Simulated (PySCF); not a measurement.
## One molecule, many inputs

Molecule: `InChI=1S/C4H3F3O2/c5-4(6,7)2-1-3(8)9-2/h2H,1H2/t2-/m1/s1`; geometry GFN2-xTB.

Bonds (- single, = double, # triple, : aromatic): O1=C2 1.180 Å, C2-C3 1.522 Å, C3-C4 1.535 Å, C4-C5 1.529 Å, C5-F6 1.343 Å, C5-F7 1.332 Å, C5-F8 1.334 Å, C4-O9 1.430 Å, O9-C2 1.371 Å. C3 carries H10, H11; C4 carries H12. Stereochemistry as in O=C1C[C@H](C(F)(F)F)O1. H11 is cis to C5 on the ring; H10 is trans to C5 on the ring.

All runs: PySCF 2.14, non-relativistic, gas phase unless a solvent (IEF-PCM) is named; grid level 2, GIAOs and SCF threshold 1e-9 unless changed. The yardstick, PBE0/pcSseg-1, gives these isotropic shieldings σ (ppm, equivalent atoms averaged): O1 -109.7, O9 41.2, C2 18.5, C4 119.0, C3 141.6, H12 27.20, H10 28.08.

**Question.** What do these inputs give? (1) TPSS/pcSseg-1; max_cycle 84; scale 0.97; mult 5; altered: scale 0.97, mult 5; (2) solvent cyclohexane; PBE0/3-21G; guess vsap; (3) r2SCAN/SBKJC-VDZ; max_cycle 2; (4) revPBE/def2-SVP

**Answer.** 
```
run        outcome  functions  wall time     O1    O9    C2     C4     C3    H12    H10
  1        refused          –       42 s      –     –     –      –      –      –      –
  2      converged         87        7 s  -55.4  92.5  60.1  146.7  165.1  28.77  28.77
  3  not converged         78      2.4 s      –     –     –      –      –      –      –
  4      converged        141       17 s  -58.9  55.3  38.1  126.6  151.0  27.64  28.61
```

Times are on 1 thread of an Arm Neoverse V2, shared host.

**Question.** Comment on the technical settings and failures.

**Answer.** 
- Run 1: The program stopped with: NotImplementedError: this response code serves closed shells only; the SCF ended at -603.66692462 Eh with <S^2> = 6.0063 Charge 0 and multiplicity 5 describe another species than the intended molecule, on its geometry. All coordinates were scaled by 0.97, as happens with a wrong length unit or a careless edit.
- Run 2: The orbital basis and medium differ from the yardstick's, which in itself moves the values. The starting guess changes the path of the SCF (12 cycles), not the solution, provided the same state is reached.
- Run 3: The SCF stopped after 2 cycles without meeting its threshold and the cycle limit at 2, so no response property followed.

Runs 1, 3 were set up unsoundly or failed; their numbers aren't to be quoted as properties of the molecule.
